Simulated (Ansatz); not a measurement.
Consider the ligand exchange at the Si–N bond: `[SiH3]N[SiH3]` + `C1NCS1` → `[SiH3]N1CSC1` + `N[SiH3]`.

Computed with Ansatz on PBE0-D4/def2-TZVP structures; ΔE is electronic, products minus reactants. CCSD(T)/CBS adds triple-zeta CCSD(T) − MP2 to the extrapolated MP2 energy (def2 sets, frozen cores). This one scheme is used for every species. DFT in def2-TZVPP. B3LYP here is the variant with VWN-RPA as its local correlation; programs differ in this.

```csv
level,ΔE (eV)
r2SCAN-D4,0.09
B3LYP-D4,0.06
SCS-MP2/def2-TZVPP,0.10
CCSD/def2-TZVPP,0.11
CCSD(T)/def2-TZVPP,0.11
SCS-MP2/def2-QZVPP,0.10
MP2/CBS(def2),0.09
CCSD/CBS(def2),0.12
```

(1) What does CCSD(T)/CBS give? (Estimate.)

Largest T1 diagnostic among the species: 0.011.

Results:

(1) Computed: +0.11 eV. The listed levels differ from it by -0.02, -0.05, -0.01, 0.00, 0.00, -0.01, -0.02, 0.01 eV.
